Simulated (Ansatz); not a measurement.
Cost and result for the atomization energy of GeH$_{4}$Te (`[GeH3][TeH]`) (6 atoms, 5 bonds).

```xyz
6

Ge    0.040    0.598    0.291
Te    0.868   -1.454   -0.991
H    -0.435    0.204    1.696
H     1.254    1.532    0.385
H    -1.100    1.287   -0.472
H    -0.626   -2.167   -0.908
```

Total charge 0; spin multiplicity 1. Correlated methods include outer-core shells of Ge, Te, which these sets cover unevenly. Scalar relativity is left out up to krypton. Te: def2 effective core potential. The geometry is a stationary point of PBE0-D4/def2-TZVP. Program: Ansatz. All runs use 2 threads of a server CPU on a shared host. Times are those of one run each, without the atoms' runs, and a repeat can differ threefold. Electronic energies, without spin–orbit coupling; frozen cores. CCSD(T)/CBS adds CCSD(T) − MP2 in def2-TZVPP to the MP2 limit, and its time is that of the two runs behind it. T1 = 0.011. With those shells the extrapolation isn't a true limit. B3LYP takes the VWN-RPA correlation (the form of Gaussian; ORCA's B3LYP/G).

CCSD(T)/CBS is a level of theory with its own doubt, some kJ/mol a heavy atom from the limit and from the frozen cores, so smaller differences don't rank the functionals.

| level | functions | wall time |
| --- | --- | --- |
| PBE-D4/def2-TZVPP (with forces) | 154 | 1.8 s |
| PBE0-D4/def2-TZVPP | 154 | 2.2 s |
| CAM-B3LYP-D4/def2-TZVPP | 154 | 2.5 s |
| CCSD(T)/def2-SVP | 78 | 2.6 s |
| B3LYP-D4/def2-TZVPP (with forces) | 154 | 2.8 s |
| B2PLYP/def2-TZVPP | 154 | 3.9 s |
| PBE-QIDH/def2-TZVPP | 154 | 3.9 s |
| r2SCANh-D4/def2-TZVPP | 154 | 4 s |
| B97M-V/def2-TZVPP | 154 | 7 s |
| ωB97M-V/def2-TZVPP (with forces) | 154 | 9.5 s |
| MP2/def2-QZVPP | 291 | 11 s |
| CCSD(T)/def2-TZVPP | 154 | 43 s |
| CCSD(T)/CBS(def2) | – | 54 s |

Task: What atomization energy does each give, and how far from CCSD(T)/CBS? (Best estimate.)

Result: The calculation gave: 
| level | atomization (kcal/mol) | difference from CCSD(T)/CBS | per bond |
| --- | --- | --- | --- |
| PBE-D4/def2-TZVPP (with forces) | 337.8 | -8.7 | -1.7 |
| PBE0-D4/def2-TZVPP | 335.9 | -10.6 | -2.1 |
| CAM-B3LYP-D4/def2-TZVPP | 340.0 | -6.5 | -1.3 |
| CCSD(T)/def2-SVP | 316.5 | -30.0 | -6.0 |
| B3LYP-D4/def2-TZVPP (with forces) | 339.9 | -6.6 | -1.3 |
| B2PLYP/def2-TZVPP | 335.2 | -11.3 | -2.3 |
| PBE-QIDH/def2-TZVPP | 336.0 | -10.5 | -2.1 |
| r2SCANh-D4/def2-TZVPP | 339.5 | -7.0 | -1.4 |
| B97M-V/def2-TZVPP | 345.9 | -0.6 | -0.1 |
| ωB97M-V/def2-TZVPP (with forces) | 336.7 | -9.8 | -2.0 |
| MP2/def2-QZVPP | 335.2 | -11.3 | -2.3 |
| CCSD(T)/def2-TZVPP | 337.3 | -9.2 | -1.8 |
| CCSD(T)/CBS(def2) | 346.5 | 0.0 | 0.0 |

Leaving LDA and LC-ωPBE aside and taking each functional with its dispersion term where it has one, the values, not all of them listed here, spread over 14.9 kcal/mol, from revPBE-D4 to B97M-V. LDA lies +52.0 kcal/mol from PBE without D4, its usual overbinding. At CCSD(T), def2-SVP lies −30.0 kcal/mol from the extrapolated value and def2-TZVPP −9.2 kcal/mol: correlation converges slowly with the basis, and small sets miss more of it in the bonded molecule than in its fragments. In def2-TZVPP, CCSD(T) changes the Hartree–Fock value by +96.5 kcal/mol (the triples alone add +4.6 kcal/mol) and MP2 by +89.1 kcal/mol; breaking electron pairs costs correlation energy, which Hartree–Fock lacks.

Spin–orbit coupling would lower the free Te atoms strongly, and the atomization energy with them, by more than many differences here. For some Ge, Se and Sn compounds the MP2-based and the directly extrapolated limit differ by 10 to 25 kJ/mol.
